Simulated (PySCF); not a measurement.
A calculated (MN15, PySCF 2.14, cc-pVDZ-DK, scalar relativity by spin-free X2C-1e) atom or ion has these occupied shells.

| shell | electrons | orbital energy (eV) | rms radius, mean of both spins (bohr) |
| --- | --- | --- | --- |
| 1s α | 1 | -686.30 | 0.205 |
| 1s β | 1 | -685.15 | 0.205 |
| 2s α | 1 | -52.605 | 1.07 |
| 2s β | 1 | -48.340 | 1.07 |
| 2p α | 3 | -33.556 | 1.10 |
| 2p β | 1 | -30.011 | 1.10 |

(1) Name the element and its charge.

Answers

(1) F⁺ (fluorine, charge +1), in [He] 2s2 2p4, high-spin 3P determinant.
